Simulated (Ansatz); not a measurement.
Compare A (`CC([SiH3])(Cl)Cl`) with its isomer B (`C[SiH](Cl)CCl`).

Gas-phase electronic energies from Ansatz, PBE0-D4/def2-TZVP geometries. CBS: MP2 limit from def2 TZ/QZ plus the TZ coupled-cluster correction, frozen cores. DFT in def2-TZVPP. B3LYP here is the variant with VWN-RPA as its local correlation; programs differ in this. Each species was taken in one conformer, which may not be the lowest.

(1) Which is lower in electronic energy at CCSD(T)/CBS, and by how much? (Estimate.)

(2) Give E(B) − E(A) in kJ/mol with CCSD/def2-TZVPP, B3LYP, MP2/def2-TZVPP, B3LYP-D4, CCSD(T)/def2-TZVPP, PBE-D4, r2SCAN-D4. (An estimate is asked.)

Largest T1 diagnostic: 0.010.

Results:

(1) Computed: B, by 211.2 kJ/mol.

(2) Ansatz gave: CCSD/def2-TZVPP -214.1, B3LYP -216.6, MP2/def2-TZVPP -211.1, B3LYP-D4 -211.2, CCSD(T)/def2-TZVPP -208.8, PBE-D4 -204.7, r2SCAN-D4 -216.0. None reverses the order clearly.

In def2-TZVPP, CCSD(T) changes the Hartree–Fock value by +21.3 kJ/mol (the triples alone add +5.3 kJ/mol) and MP2 by +19.0 kJ/mol. From PBE to PBE0 (25 % exact exchange), in def2-TZVPP and without D4, E(B) − E(A) moves by −8.9 kJ/mol.
